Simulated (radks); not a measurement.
Results of a calculation; reference values are marked as such.
Task: Valence configurations of the titanium ion Ti+ (all share [Ar]). Code: a radial shooting solver on a logarithmic mesh with Libxc functionals. Model: non-relativistic Kohn-Sham, PBE, spin-polarised, spherical densities, point nucleus; open shells are filled with parallel spins first. Order these by energy: 3d2 4s0.5 4p0.5; 3d1.5 4s1.5; 3d3; 3d1 4s1 4p1; 3d2 4p1; 3d2 4s1; 3d2.5 4p0.5; 3d2.5 4s0.5; 3d1 4s2; 3d1.5 4s0.5 4p1.

Result: From the lowest, in eV above it: 3d2.5 4s0.5 0.000; 3d3 0.047; 3d2 4s1 0.431; 3d2.5 4p0.5 1.805; 3d1.5 4s1.5 2.114; 3d2 4s0.5 4p0.5 2.343; 3d1 4s2 4.239; 3d2 4p1 4.261; 3d1.5 4s0.5 4p1 5.480; 3d1 4s1 4p1 7.359. NIST lists [Ar] 3d2 4s1 as the ground configuration; this level of theory puts 3d2.5 4s0.5 lower, by 0.431 eV. The energies are those of spherical high-spin densities, not of single terms.
